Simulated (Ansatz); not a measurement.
A run for Ansatz (a quantum-chemistry and plane-wave program): R-wB97X-V/def2-TZVPP on H3NOSe (SMILES N[Se]O), a point of a torsion scan.

Ansatz 0.2 input:
```yaml
crystal:
  periodic: [false, false, false]
  atoms:
    - {symbol: N, position_ang: [-0.97877702, 0.13955203, -0.04904407]}
    - {symbol: Se, position_ang: [0.42198168, -0.37593605, 1.03085446]}
    - {symbol: O, position_ang: [1.69679021, -0.32209515, -0.25545821]}
    - {symbol: H, position_ang: [-1.61573272, -0.62577262, -0.24780370]}
    - {symbol: H, position_ang: [-1.50489112, 0.89733606, 0.37115135]}
    - {symbol: H, position_ang: [1.42973412, 0.35632273, -0.88097629]}
basis:
  gaussian:
    orbitals: def2-TZVPP
hamiltonian:
  xc: {name: wB97X-V}
scf: {lower_state_search: off}
```

The head of its log:

```
WARN ansatz: RAYON_NUM_THREADS=1 ignored (pool sized by the plan → 1); use --threads N
Functional definition: wB97X-V
these checks for a lower state are left out or cut short: stability, starts, cluster_reference, orbital_swaps, neighbouring_geometries, increment
integrals: 0.08 GiB planned
892 factors; their error is unknown
integrals: 0.11 GiB planned
180 factors; integrals over basis functions are off by at most 2.6e-5 eV
mean field: 0.74 GiB planned
mean field evaluation 1: about -68923.7547 eV, gradient 5.5e1 eV
mean field evaluation 2: about -68922.5138 eV, gradient 6.2e1 eV
```

Predict the final total energy.

-2533.0982 hartree.
